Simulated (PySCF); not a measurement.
Name the molecule from its bond curve

A diatomic of charge 0 contains K. Its singlet curve at r²SCAN in a triple-zeta basis (no relativity, PySCF), in eV from the separated fragments:

R (Å), E (eV) and a bar:
```
    1.948     -1.512 #######################
    2.038     -1.644 ###########
    2.129     -1.724 ####
    2.197     -1.755 #
    2.265     -1.767 
    2.333     -1.763 
    2.424     -1.737 ###
    2.537     -1.680 ########
    2.673     -1.587 ################
    2.854     -1.435 ##############################
```

The fit gives ωe = 960 cm⁻¹ and the rotational constant Bₑ = 3.301 cm⁻¹.

**Question.** Which atom is the partner?

**Answer.** The minimum lies at 2.280 Å, so the reduced mass is 16.8576 u Å² cm⁻¹/(Bₑ·Re²) = 0.9824 u. With K at 38.96 u the partner weighs about 1.0 u: H. The molecule is KH.
